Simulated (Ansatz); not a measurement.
**Ligand exchange: CHBr3 + GeH2(CH3)I → CHBr2I + GeH2(CH3)Br**

Species: CHBr3 `BrC(Br)Br`, singlet; GeH2(CH3)I, singlet; CHBr2I (dibromoiodomethane) `BrC(Br)I`, singlet; GeH2(CH3)Br, singlet. The partners trade Br for I: C–Br and Ge–I bonds give way to C–I and Ge–Br.

Shapes, held fixed at every level: PBE0-D4/def2-TZVP. Programs: Ansatz 0.2.0. The zero-point and thermal change to 298 K, harmonic and unscaled (PBE0-D4/def2-TZVP), is -0.3 kJ/mol.

Q: Estimate ΔH(298 K) of this reaction.

A: The highest level, CCSD(T)/def2-TZVPP, gives ΔH(298 K) = -9.2 kJ/mol; the levels span -9.2 to -3.1. The column of differences is taken from that level and isn't an error. No measured value is set beside it here. For atoms past krypton def2 sets carry core potentials with scalar relativity. Relativity is left out for Br, Ge unless named. Correlated rows may include outer-core shells of Br, Ge, I, which these sets cover unevenly.

| level | kind | ΔH(298 K) (kJ/mol) | less CCSD(T)/def2-TZVPP |
| --- | --- | --- | --- |
| HF/def2-SVP | Hartree–Fock | -3.1 | +6.1 |
| HF/def2-TZVPP | Hartree–Fock | -6.9 | +2.3 |
| wB97M-V/def2-TZVPP | range-separated hybrid | -6.8 | +2.4 |
| wB97X-V/def2-TZVPP | range-separated hybrid | -6.6 | +2.6 |
| MP2/def2-TZVPP | perturbation theory | -9.2 | 0.0 |
| CCSD/def2-SVP | coupled cluster or CI | -4.2 | +5.0 |
| CCSD(T)/def2-TZVPP | coupled cluster or CI | -9.2 | 0.0 |
